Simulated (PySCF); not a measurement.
Calculated properties of `C(=C/C=C/C(=C)F)/F`

Compound: C₆H₆F₂.
Cartesian coordinates in Å at the GFN2-xTB level; atoms count from 1:
```
atom  x, y, z in Å
C1    -3.044   -0.063    0.308
C2    -1.873   -0.233   -0.301
F3    -1.860   -0.789   -1.536
C4    -0.577    0.117    0.225
C5     0.577   -0.079   -0.433
C6     1.860    0.276    0.109
C7     3.018    0.094   -0.524
F8     3.091   -0.448   -1.747
H9    -3.964   -0.357   -0.163
H10   -3.094    0.373    1.287
H11   -0.584    0.561    1.210
H12    0.569   -0.525   -1.418
H13    1.889    0.720    1.092
H14    3.993    0.352   -0.138
```

Structural features include: C=C double bond and C–F bond.

From GFN2-xTB geometry:

```
Point group of the GFN2-xTB geometry                  : Cs
Rotational constants A, B, C of the GFN2-xTB geometry : 5.959, 0.829, 0.728 GHz
```

CAM-B3LYP/def2-SVPD ground state and vertical TDDFT (core frozen in the response) (PySCF):

```
Dipole moment                                                     : 2.84 D
HOMO energy                                                       : -7.69 eV
LUMO energy                                                       : -0.70 eV
HOMO–LUMO gap                                                     : 6.99 eV
Lowest singlet excitation                                         : 4.90 eV (253 nm, f = 1.079)
Strongest line among the 8 lowest singlet transitions             : S1 at 4.90 eV (253 nm, f = 1.079)
Lowest triplet excitation (Tamm–Dancoff)                          : 2.55 eV
Static isotropic polarisability                                   : 90.8 au
Electronic spatial extent ⟨r²⟩ about the centre of nuclear charge : 1417 bohr²
```

From B3LYP/pcJ-1 indirect spin-spin coupling, non-relativistic, gas phase; spin–dipole term left out for some pairs (PySCF):

```
Largest of the computed one-bond spin–spin couplings (means over like bonds) : 19F–13C -350.1 (F8–C7), 19F–13C -318.4 (F3–C2), 13C–1H +208.2 (C7–H14), 13C–1H +169.5 (C1–H9), 13C–1H +169.3 (C1–H10), 13C–1H +166.6 (C5–H12), 13C–1H +164.3 (C6–H13), 13C–1H +163.7 (C4–H11) Hz
```

Monoisotopic mass (most abundant isotopes): 116.0438 u.

The largest Löwdin shares of the LUMO are 0.17 on C5, 0.17 on C7, 0.16 on C4 and 0.15 on C1. The 8 singlets span 4.90 to 7.50 eV, and their oscillator strengths add up to 1.14. With B = h/(8π²I), that is 505.379 GHz u Å² over I, the principal moments of inertia are 84.8, 609.6 and 694.4 u Å² (most abundant isotopes). The polarisability is 13.45 Å³ as a volume (1 au = 0.148185 Å³), or 1.51 au for each of the 60 electrons. The largest Löwdin shares of the HOMO are 0.18 on C1, 0.16 on C4, 0.15 on C7 and 0.15 on C5. S1 lies 2.09 eV below the HOMO–LUMO gap; its leading configuration is HOMO→LUMO, weight 0.98.

One conformer stands for the species.
